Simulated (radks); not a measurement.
Problem. These are the eigenvalues of the occupied orbitals of an atom or ion with whole-number occupations (hartree). Method: scalar-relativistic Kohn-Sham, PBEsol, spin-polarised, spherical densities, finite nucleus; Fermi nuclear charge, rms radius of each element as measured or else 0.836 A^(1/3) + 0.57 fm; computed with a radial shooting solver on a logarithmic mesh with Libxc functionals.

orbital  eigenvalue
1s        -1039.030
2s        -171.9210
2p        -156.3856
3s        -47.28796
3p        -42.18368
3d        -34.34055
4s        -20.22198

Which element is it, and in what charge state? The configuration may be excited. Open shells, if any, are filled with parallel spins first.

Solution. Z = 49, indium, charge +19: In19+ in [Ar] 3d10 4s2. The list shows which subshells hold electrons but not how many an open one holds; the 1s level, -1039 hartree, gives Z - s = 45.6 by -(Z - s)^2/2, which with screening and relativity narrows Z to a few neighbours, and the depths of the outer levels then fix element, charge and occupations together.
